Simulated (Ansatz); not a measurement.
A trace of molecular dynamics of AlF₃H₃Sb (8 atoms, charge 0, multiplicity 1).

Theory: Ansatz 0.2.0, RKS PBE/def2-SVP.

* ensemble: NVE (velocity Verlet)
* starting velocities drawn for: 100 K
* seed: 942735

| time (fs) | T (K) | potential energy less start (eV) | conserved less start (meV/atom) |
| --- | --- | --- | --- |
| 0.0 | 100 | 0.000 | 0.00 |
| 10.0 | 80 | 0.015 | 0.00 |
| 20.0 | 70 | 0.024 | 0.01 |
| 30.0 | 46 | 0.042 | 0.01 |
| 40.0 | 46 | 0.042 | 0.01 |
| 50.0 | 50 | 0.039 | 0.01 |
| 60.0 | 56 | 0.034 | 0.01 |
| 70.0 | 62 | 0.029 | 0.01 |
| 80.0 | 52 | 0.038 | 0.01 |
| 90.0 | 46 | 0.042 | 0.02 |
| 100.0 | 34 | 0.051 | 0.02 |
| 110.0 | 38 | 0.048 | 0.02 |
| 120.0 | 40 | 0.046 | 0.02 |
| 130.0 | 50 | 0.039 | 0.02 |
| 140.0 | 50 | 0.039 | 0.02 |
| 150.0 | 39 | 0.047 | 0.02 |
| 160.0 | 33 | 0.052 | 0.02 |
| 170.0 | 18 | 0.064 | 0.02 |
| 180.0 | 29 | 0.055 | 0.02 |
| 190.0 | 28 | 0.056 | 0.02 |
| 200.0 | 46 | 0.042 | 0.01 |
| 210.0 | 47 | 0.041 | 0.01 |
| 220.0 | 50 | 0.039 | 0.01 |
| 230.0 | 48 | 0.041 | 0.01 |
| 240.0 | 46 | 0.042 | 0.01 |
| 250.0 | 53 | 0.037 | 0.01 |

**Question.** Can this run be trusted? Judge the integration.

**Answer.** The conserved energy stayed within 0.023 meV per atom of its start (net change 0.008 meV per atom), so the integration is sound. The temperature averaged 0.45 of the 100 K drawn at the start: a run that starts near a minimum puts about half its kinetic energy into the potential. A run of 0.25 ps of so small a system gives no equilibrium averages. The time step was 0.5 fs.

The run took 16 min on 2 threads of Arm Neoverse N1, with other jobs on the host, peak memory 0.13 GiB.
